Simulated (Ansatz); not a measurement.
**Question.** Name a neutral molecule of B, C, S, Si and H with size of the dipole moment (ωB97M-V/def2-TZVPP) between 1.10 and 1.40 D and LUMO energy (ωB97M-V/def2-TZVPP) between 1.25 and 1.55 eV (Ansatz, PBE0-D4/def2-TZVP geometry).

**Answer.** `CB(S)C[SiH3]` (1.22 D, 1.38 eV). Other molecules can fit too; these were computed, each in one conformer that needn't be the lowest.
